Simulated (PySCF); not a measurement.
AlHFCl, SMILES [F][AlH][Cl].

Geometry optimised at PBE-D3(BJ)/def2-TZVP.

Vertical ionisation energy (IE) and electron affinity (EA) in eV. Rows of orbital energies are one-electron estimates. Where ΔSCF, EOM or ADC give a negative EA the extra electron is unbound and the value depends on the basis.

```csv
level,IE,EA
"−ε(HOMO), −ε(LUMO), PBE/def2-TZVPD (PySCF)",___,___
ADC(2)/aug-cc-pVDZ (PySCF),11.84,-0.30
```

Problem. Complete the blanks. (The exact figures need the calculation; the answer reports its results.)

Solution. 
- −ε(HOMO), −ε(LUMO), PBE/def2-TZVPD (PySCF), IE: 8.13
- −ε(HOMO), −ε(LUMO), PBE/def2-TZVPD (PySCF), EA: 2.06

Problem. Beyond the first one, list the lowest photoelectron lines from ADC(2)/aug-cc-pVDZ (PySCF) with their pole strengths (two spins summed). (Estimate from the structure and the level; the computed values follow.)

Solution. 12.15 eV (1.82), 12.49 eV (1.82), 13.73 eV (1.74), 13.96 eV (1.77), 14.03 eV (1.79).
